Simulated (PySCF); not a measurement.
Sn(Cl)2(OMe)(NH2) (CH5Cl2NOSn), SMILES C[O][Sn]([NH2])([Cl])[Cl].

The structure is a stationary point at r2SCAN-D4/def2-SVP. The def2 effective core potentials stand for the cores of Sn; spin–orbit coupling is left out. The values are those of a single conformer.

Vertical ionisation energy (IE) and electron affinity (EA) in eV. Rows of orbital energies are one-electron estimates. Where ΔSCF, EOM or ADC give a negative EA the extra electron is unbound and the value depends on the basis.

```
level                                           IE    EA
--------------------------------------------  ----  ----
−ε(HOMO), −ε(LUMO), M06-2X/def2-TZVP (PySCF)   ___   ___
−ε(HOMO), −ε(LUMO), PBE/def2-TZVP (PySCF)     6.68  3.21
```

### Question
What belongs in the gaps? (The exact figures need the calculation; the answer reports its results.)

### Answer

- −ε(HOMO), −ε(LUMO), M06-2X/def2-TZVP (PySCF), IE: 9.82
- −ε(HOMO), −ε(LUMO), M06-2X/def2-TZVP (PySCF), EA: 1.21
